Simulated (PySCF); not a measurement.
C5H7F3Si.
Numbering: `[F:1][CH:2]([F:3])[C:4]1=[CH:5][CH2:6][Si@H:7]([F:8])[CH2:9]1` (hydrogens: H10 on C2; H11 on C5; H12, H13 on C6; H14 on Si7; H15, H16 on C9)

Computed by this run: PBE0-D3(BJ)/def2-SVP geometry optimisation, gas phase (PySCF); density fitting, grid level 1; the optimiser is geomeTRIC in internal coordinates, started from a GFN2-xTB structure with every atom displaced at random (about 0.01 Å).

The end geometry, which sets the zero of energy:
```
atom  x, y, z in Å
F1      2.9055    0.8014    1.1595
C2      2.4224   -0.0689    0.2364
F3      2.8468   -1.3049    0.5725
C4      0.9285    0.0134    0.1948
C5      0.1403   -1.0649    0.3334
C6     -1.3522   -0.8905    0.2729
Si7    -1.5321    0.9476   -0.1023
F8     -2.1000    1.1784   -1.6142
C9      0.3013    1.3689   -0.0127
H10     2.8795    0.1974   -0.7357
H11     0.5809   -2.0541    0.4898
H12    -1.8325   -1.1909    1.2205
H13    -1.8074   -1.5216   -0.5104
H14    -2.4253    1.7222    0.8011
H15     0.5580    2.0520    0.8144
H16     0.6588    1.8537   -0.9386
```

**Question.** These geometries come from the run, each turned onto the end geometry. Order them by energy, lowest first.
A.
```
atom  x, y, z in Å
F1      2.8864    0.6420    1.3464
C2      2.4140   -0.0444    0.2602
F3      2.8820   -1.2986    0.4082
C4      0.9563   -0.0006    0.1838
C5      0.1405   -1.0658    0.3620
C6     -1.3453   -0.8768    0.2682
Si7    -1.5623    0.9734   -0.0732
F8     -2.1911    1.2163   -1.5482
C9      0.2942    1.3411   -0.0809
H10     2.9022    0.3946   -0.6173
H11     0.5307   -2.0429    0.5920
H12    -1.8086   -1.2233    1.1981
H13    -1.7615   -1.5048   -0.5378
H14    -2.4236    1.7559    0.8279
H15     0.6176    2.0468    0.6491
H16     0.6412    1.7264   -1.0576
```
B.
```
atom  x, y, z in Å
F1      2.8671    0.7307    1.2577
C2      2.4239   -0.0631    0.2546
F3      2.8525   -1.3221    0.4674
C4      0.9192    0.0156    0.1979
C5      0.1352   -1.0633    0.3386
C6     -1.3570   -0.8896    0.2796
Si7    -1.5313    0.9453   -0.1204
F8     -2.1207    1.1759   -1.6253
C9      0.3041    1.3669   -0.0412
H10     2.8804    0.3100   -0.6820
H11     0.5714   -2.0538    0.5107
H12    -1.8297   -1.1853    1.2330
H13    -1.8142   -1.5372   -0.4895
H14    -2.3851    1.7115    0.8270
H15     0.5948    2.0814    0.7571
H16     0.6620    1.8164   -0.9840
```
C.
```
atom  x, y, z in Å
F1      2.8906    0.7585    1.2221
C2      2.4234   -0.0660    0.2477
F3      2.8533   -1.3168    0.5217
C4      0.9318    0.0113    0.1926
C5      0.1402   -1.0639    0.3391
C6     -1.3518   -0.8902    0.2733
Si7    -1.5320    0.9477   -0.1000
F8     -2.1206    1.1855   -1.6025
C9      0.3041    1.3639   -0.0349
H10     2.8888    0.2578   -0.7027
H11     0.5799   -2.0524    0.4997
H12    -1.8332   -1.1845    1.2226
H13    -1.8068   -1.5249   -0.5070
H14    -2.4134    1.7223    0.8147
H15     0.5671    2.0668    0.7723
H16     0.6511    1.8241   -0.9774
```
D.
```
atom  x, y, z in Å
F1      2.8901    0.7293    1.2517
C2      2.4256   -0.0616    0.2515
F3      2.8570   -1.3149    0.4923
C4      0.9274    0.0131    0.1941
C5      0.1376   -1.0626    0.3389
C6     -1.3562   -0.8892    0.2762
Si7    -1.5347    0.9467   -0.1076
F8     -2.1248    1.1809   -1.6094
C9      0.3016    1.3646   -0.0420
H10     2.8925    0.2879   -0.6890
H11     0.5762   -2.0512    0.5039
H12    -1.8342   -1.1823    1.2273
H13    -1.8119   -1.5310   -0.4984
H14    -2.4036    1.7176    0.8230
H15     0.5761    2.0760    0.7561
H16     0.6539    1.8160   -0.9875
```

**Answer.** C (0.003 eV), D (0.006 eV), B (0.019 eV), A (0.136 eV).

In the order of the answer:

```json
{"step": "4", "E above end (eV)": "0.003", "largest force (eV/Å)": "0.11", "rms force component (eV/Å)": "0.025", "rms distance from end (Å)": "0.035", "rms bond change (Å)": "0.001", "bond most changed (Å)": "C2–C4 -0.002"}
{"step": "2", "E above end (eV)": "0.006", "largest force (eV/Å)": "0.13", "rms force component (eV/Å)": "0.041", "rms distance from end (Å)": "0.052", "rms bond change (Å)": "0.001", "bond most changed (Å)": "C2–C4 +0.004"}
{"step": "1", "E above end (eV)": "0.019", "largest force (eV/Å)": "0.63", "rms force component (eV/Å)": "0.142", "rms distance from end (Å)": "0.060", "rms bond change (Å)": "0.004", "bond most changed (Å)": "C2–C4 +0.011"}
{"step": "0", "E above end (eV)": "0.136", "largest force (eV/Å)": "2.01", "rms force component (eV/Å)": "0.522", "rms distance from end (Å)": "0.125", "rms bond change (Å)": "0.016", "bond most changed (Å)": "C9–H15 -0.037"}
```

The cost below is that of the whole optimisation. Hardware: Arm Neoverse N1, one thread, shared host with 64 logical CPUs at a one-minute load of 61. Cost: 3.4 min, 0.68 GiB resident at most.
